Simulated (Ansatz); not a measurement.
`[NH2][AlH][SeH]` + `CNB(C)Cl` → `CB(Cl)[SeH]` + `C[NH][AlH][NH2]`  (redistribution)

Computed with Ansatz on PBE0-D4/def2-TZVP structures; ΔE is electronic, products minus reactants. CCSD(T)/CBS is the MP2 limit (def2-TZVPP, def2-QZVPP) plus CCSD(T) − MP2 in def2-TZVPP, frozen cores. DFT in def2-TZVPP. For Se outer-core shells are correlated without core-valence functions, which leaves a few kJ/mol of doubt a bond. Scalar relativity is left out up to krypton. One conformer a species, not always the lowest.

```
             level  ΔE (kcal/mol)  difference from CCSD(T)/CBS
         r2SCAN-D4           25.1                          0.1
           ωB97X-V           25.5                          0.5
          PBE-QIDH           26.1                          1.1
            r2SCAN           25.1                          0.1
           r2SCANh           25.5                          0.5
   CCSD/def2-TZVPP           25.1                          0.1
    MP2/def2-QZVPP           24.4                         -0.6
SCS-MP2/def2-QZVPP           24.3                         -0.7
      HF/CBS(def2)           27.4                          2.4
     MP2/CBS(def2)           24.5                         -0.5
       CCSD(T)/CBS           25.0                            0
```

Largest T1 diagnostic among the species: 0.011.

From PBE to PBE0 (25 % exact exchange), in def2-TZVPP and without D4, ΔE moves by +1.3 kcal/mol. Leaving LDA and LC-ωPBE aside and taking each functional with its dispersion term where it has one, the values, not all of them listed here, spread over 2.6 kcal/mol, from BLYP-D4 to BHLYP-D4. LDA lies +1.6 kcal/mol from PBE without D4.
